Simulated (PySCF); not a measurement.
**Dipole response of Gd (gadolinium, neutral)**

[Xe] 4f7 5d1 6s2, high-spin 9D determinant. Calculation: PySCF 2.14, in ANO-RCC-VTZP (8s7p5d3f2g1h, 104 functions); scalar relativity by spin-free X2C-1e. Coupled (time-dependent) response in atomic units; α is the mean over directions. The basis has no added diffuse functions, which lowers α and C₆.

```
method  mean α (bohr³)         α xx, yy, zz  C₆ (like pair)  S(−4)
   UHF           221.9  173.6, 173.6, 318.6            3319  88230
```

S(−4) is the Cauchy moment in α(ω) = α(0) + S(−4) ω² + …

Reference α: 158 ± 20 bohr³ (recommended; Schwerdtfeger and Nagle, table of static dipole polarizabilities (2023 update)). Published C₆: 2340 (Gould and Bucko (2016)).

Spin-orbit coupling is absent.

Hartree-Fock lies above the reference because it lacks correlation, which contracts the outer shell.

α(iu) at UHF:

```tsv
u (hartree)	α(iu) (bohr³)
0	221.9
0.0500	152.3
0.100	102.7
0.200	50.02
0.300	29.50
0.500	15.26
0.750	9.366
1.00	6.654
1.50	4.015
2.00	2.738
3.00	1.550
5.00	0.7262
```

A single London oscillator, α(iu) = α/(1 + u²/ω²), gives C₆ = (3/4) ω α². Matching the computed C₆ needs ω = 4 × 3319 / (3 × 221.9²) = 0.0899 hartree.

The components differ because the open shell of this determinant is not spherical; for a pure term their mean is the scalar polarisability.

Spin-orbit coupling, absent here, splits the open shell strongly. ⟨S²⟩ = 20.16 against 20.00 shows spin contamination.
